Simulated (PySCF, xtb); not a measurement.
H3Si2, SMILES [Si][SiH3] (connectivity only; charge and spin as stated), charge +1, multiplicity 1.

GFN2-xTB (xtb) at its own geometry gives an orbital gap of 1.44 eV.

Coordinates come from a PBE0-D3(BJ)/def2-TZVP optimisation. The multiplicity is an assumed one; other spin states were not compared. The isomer is the one that the SMILES or the coordinates give; other isomers of the formula were not compared.

Problem. What does PySCF with B3LYP/def2-TZVPD give? (The exact figures need the calculation; the answer reports its results.)

Solution. gap 2.95 eV (levels -12.82 and -9.87 eV).
